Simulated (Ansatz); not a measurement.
`[CH3][Y]([CH3])[F]` + H₂O → `[CH3][Y]([OH])[F]` + CH₄ at 298.15 K and 1 bar (formal hydrolysis of a Y–C bond).

Program: Ansatz. Geometries: PBE0-D4/def2-TZVP. ΔE: electronic, gas phase. CCSD(T)/CBS adds triple-zeta CCSD(T) − MP2 to the extrapolated MP2 energy (def2 sets, frozen cores). This one scheme is used for every species. def2 core potentials past Kr. For Y outer-core shells are correlated without core-valence functions, which leaves a few kJ/mol of doubt a bond. Each species was taken in one conformer, which may not be the lowest.

```json
{"species": "`[CH3][Y]([CH3])[F]`", "CCSD(T)/CBS energy (Eh)": "-217.82679", "H − E (kJ/mol)": "203.4", "S (J/(mol·K))": "401.7"}
{"species": "H₂O", "CCSD(T)/CBS energy (Eh)": "-76.37941", "H − E (kJ/mol)": "66.4", "S (J/(mol·K))": "188.7"}
{"species": "`[CH3][Y]([OH])[F]`", "CCSD(T)/CBS energy (Eh)": "-253.82257", "H − E (kJ/mol)": "146.7", "S (J/(mol·K))": "376.1"}
{"species": "CH₄", "CCSD(T)/CBS energy (Eh)": "-40.46206", "H − E (kJ/mol)": "127.4", "S (J/(mol·K))": "186.2"}
```

H − E and S are ideal-gas, rigid-rotor, harmonic terms from PBE0-D4/def2-TZVP, for one conformer and one mirror image of each species. 1 Eh = 2625.50 kJ/mol, R = 8.31446 J/(mol·K).

**Question.** By hand: ΔE, ΔH, ΔS and ΔG.

**Answer.** ΔE = (-253.82257) + (-40.46206) − (-217.82679) − (-76.37941) = -0.07843 Eh = -205.9 kJ/mol. Δ(H − E) = 146.7 + 127.4 − 203.4 − 66.4 = 4.3, so ΔH = -201.6 kJ/mol. ΔS = 376.1 + 186.2 − 401.7 − 188.7 = -28.1 J/(mol·K). ΔG = -201.6 − 298.15 × (-28.1)/1000 = -193.2 kJ/mol.

**Question.** By hand: the equilibrium constant, and the temperature at which ΔG would vanish if ΔH and ΔS stayed fixed.

**Answer.** log₁₀ K = −ΔG/(RT ln 10) = 33.8. ΔG = 0 at ΔH/ΔS = 7174 K, far beyond where these terms or the molecules hold.

ΔH outweighs TΔS. A doubt of 5 kJ/mol in ΔE shifts log₁₀ K by 0.9 here. Other conformers and mirror images would add mixing entropy, several J/(mol·K) or more a flexible species. Modes under 60 cm⁻¹, often nearly free rotors, make the harmonic entropy too high. These are equilibria of isolated gas molecules and say nothing of rates. Largest T1 diagnostic: 0.014 (customary marks: 0.02 for closed shells, 0.045 for open ones).
